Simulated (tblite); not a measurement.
Task: Give a GFN2-xTB geometry of `O=C(F)[C@H]1C[C@H]1C(=O)F`.

Result: 
```xyz
13
C5H4F2O2 angstrom
O     -0.4762    2.0679   -0.7933
C     -1.0442    1.3411   -0.0618
F     -2.0117    1.8363    0.7695
C     -0.9253   -0.1163    0.1316
C     -0.2572   -0.9364   -0.9297
C      0.4536   -0.7403    0.3709
C      1.6511    0.1231    0.4099
O      2.1059    0.8431   -0.4021
F      2.2835   -0.0273    1.6138
H     -1.7373   -0.5444    0.7060
H     -0.6605   -1.9110   -1.1545
H      0.1369   -0.3937   -1.7771
H      0.4771   -1.5417    1.0992
```

Any rigid rotation of these coordinates is as good. Atoms count from 1 in this order. The 5 C–C bonds span 1.475 Å (C2–C4, drawn single) to 1.532 Å (C4–C6, drawn single), a spread of 0.057 Å. Of the pairs four or more bonds apart, O1···O8 is among the closest relative to their van der Waals radii: 2.88 Å, 95 % of the sum of Bondi's values. The 3-membered ring C4–C5–C6 has internal angles of 59.1° to 61.6°.

Bonds between heavy atoms (Å): O1=C2 1.177, C2–F3 1.368, C2–C4 1.475, C4–C5 1.498, C5–C6 1.495, C6–C7 1.477, C7=O8 1.177, C7–F9 1.368, C4–C6 1.532.

Computed geometry: GFN2-xTB, gas phase.

Point group: near Cs, missed by 0.14 Å at most; the miss may be what the optimiser left on a soft mode. Its GFN2-xTB frequencies are all real (lowest 28 cm⁻¹). One conformer, not necessarily the lowest (O1–C2–C4–C5 -17°, C5–C6–C7–O8 10°). 3 starts were optimised and ended at 0.00, 0.59 and 0.65 kcal/mol (GFN2-xTB); the lowest of these is shown.
